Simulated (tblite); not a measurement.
Question: What does the GFN2-xTB structure of InChI=1S/C4H8FN2PSi/c1-9(2)7-3-8-4(5)6-7/h3,9H,1-2H3 look like in three dimensions?

Answer: 
```
atom  x, y, z in Å
C1    -1.4404    1.0339   -1.3210
Si2   -0.9098    0.3898    0.3788
C3    -1.5760   -1.3355    0.7864
N4     0.8648    0.2253    0.3065
C5     1.8236    0.8184    1.0373
P6     3.4213    0.3479    0.6126
C7     2.6086   -0.6688   -0.5879
F8     3.2417   -1.4665   -1.4461
N9     1.3090   -0.6187   -0.6174
H10   -2.5185    1.1401   -1.3857
H11   -1.1230    0.3495   -2.1034
H12   -0.9977    2.0032   -1.5345
H13   -1.1044    1.3635    1.4602
H14   -1.2086   -1.6872    1.7469
H15   -2.6606   -1.3426    0.8239
H16   -1.2616   -2.0528    0.0328
H17    1.5247    1.5126    1.8008
```

Orientation and origin are arbitrary. Atoms count from 1 in this order. N4 (pyrrole-type nitrogen) is planar (angles 130.3°, 114.9° and 114.8°, sum 360.0°, 0.00 Å off the plane of its three neighbours). P6 (phosphorus bonded to 2 C) is bent (angle 84.1°). The 2 C–P bonds span 1.719 Å (C5–P6, aromatic) to 1.771 Å (P6–C7, aromatic), a spread of 0.052 Å. The 5-membered ring N4–C5–P6–C7–N9 has internal angles of 84.1° to 116.9° (sum 540°, against 540° for a flat polygon); it is planar, 0.00 Å rms from its mean plane, widest ring torsion 0°.

Bonds between heavy atoms (Å): C1–Si2 1.894, Si2–C3 1.894, Si2–N4 1.784, N4–C5 1.344, C5–P6 1.719, P6–C7 1.771, C7–F8 1.332, C7–N9 1.301, N4–N9 1.328.

Computed geometry: GFN2-xTB, gas phase.

Point group: Cs (every atom within 0.08 Å of its image). Its GFN2-xTB frequencies are all real (lowest 17 cm⁻¹). The numbers are those of one conformer (C1–Si2–N4–C5 119°). 2 starts were optimised and ended at 0.00 and 0.65 kcal/mol (GFN2-xTB); the lowest of these is shown.
